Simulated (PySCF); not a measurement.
A structure optimised at PBE-D3(BJ)/def2-SVP, used in a PySCF frequency run:

```
C
C 1 1.3457
H 2 1.1014 1 119.00
H 2 1.1017 3 118.58 1 179.96
Cl 1 1.7539 2 122.23 3 -179.72
Si 1 1.8712 2 123.98 3 -0.42
F 6 1.6357 1 106.71 2 -2.68
H 6 1.4908 7 109.07 3 124.85
Cl 6 2.0631 8 109.10 7 -118.45
```
Charge 0, spin multiplicity 1.

Task: Write its SMILES and formula.

Result: C=C(Cl)[Si@@H](F)Cl, C₂H₃Cl₂FSi

Task: What are its rotational constants (standard atomic weights)?

Result: 2.3878, 1.3115, 0.94544 GHz
